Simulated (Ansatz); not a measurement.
mer-FeBr3(NH3)3 (FeBr₃N₃H₉). Total charge 0; doublet. Geometry r2SCAN-D4/def2-SVP, basis def2-TZVP, Ansatz.

```tsv
run	HOMO (eV)	LUMO (eV)
A	-6.09	-3.18
B	-5.62	-3.80
C	-6.63	-2.83
D	-4.54	-4.03
E	-5.17	-3.70
```

The order of the spin states hangs on the level: the sextet lies 0.67 eV below the doublet at PBE0-D4/def2-TZVP, but 0.15 eV above it at PBE-D4/def2-TZVP.

HOMO and LUMO are taken over both spins.

Q: The runs used B97M-V, PBE, PBE0, r2SCAN, r2SCANh. Estimate which is which.

A: A r2SCANh (10 % exact exchange); B B97M-V (0 % exact exchange); C PBE0 (25 % exact exchange); D PBE (0 % exact exchange); E r2SCAN (0 % exact exchange). Exact exchange lowers occupied and raises empty levels; among semilocal functionals meta-GGAs tend to open the gap a little, and such runs are hard to tell apart. The gap grows from 0.51 eV (PBE) to 3.80 eV (PBE0). At r2SCANh-D4/def2-TZVP, B97M-V/def2-TZVP, PBE0-D4/def2-TZVP, r2SCAN-D4/def2-TZVP the charge 0 doublet is spin-contaminated (final ⟨S²⟩ up to 0.90, 0.75 for a pure state).
